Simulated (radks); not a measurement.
The numbers below are computed, except where a source is named.
Excited configurations of Pm I: one electron is placed in a higher orbital outside [Xe] 4f5 6s1. The ground configuration is [Xe] 4f5 6s2. Code: a radial shooting solver on a logarithmic mesh with Libxc functionals. Model: Dirac Kohn-Sham, BLYP, spin-unpolarised, spherical densities, point nucleus; open shells fill j = l - 1/2 first. Excitation = E - E(ground); binding = E(ion) - E, where the ion is the core of charge +1; n* = 1/sqrt(2 binding) in atomic units, and the quantum defect is n - n*.

[
 {"outer orbital": "6p1/2", "excitation (eV)": "2.289", "binding (eV)": "3.515", "n*": "1.967", "eigenvalue (eV)": "-1.677"},
 {"outer orbital": "6d3/2", "excitation (eV)": "4.423", "binding (eV)": "1.381", "n*": "3.138", "eigenvalue (eV)": "-0.569"},
 {"outer orbital": "7s1/2", "excitation (eV)": "3.811", "binding (eV)": "1.994", "n*": "2.612", "eigenvalue (eV)": "-1.113"},
 {"outer orbital": "7p1/2", "excitation (eV)": "4.266", "binding (eV)": "1.539", "n*": "2.974", "eigenvalue (eV)": "-0.842"}
]

The Delta-SCF ionisation energy is 5.805 eV (NIST Atomic Spectra Database: 5.582 eV, measured). Self-interaction in the functional shifts the binding energies and quantum defects, so they are the method's values and not measured ones. Spin polarisation and multiplet splitting are left out, so open shells lie too high by an amount that depends on their filling.

Beside tabulated values, note that spin-unpolarised runs miss the spin-polarisation part of the exchange energy of open shells.
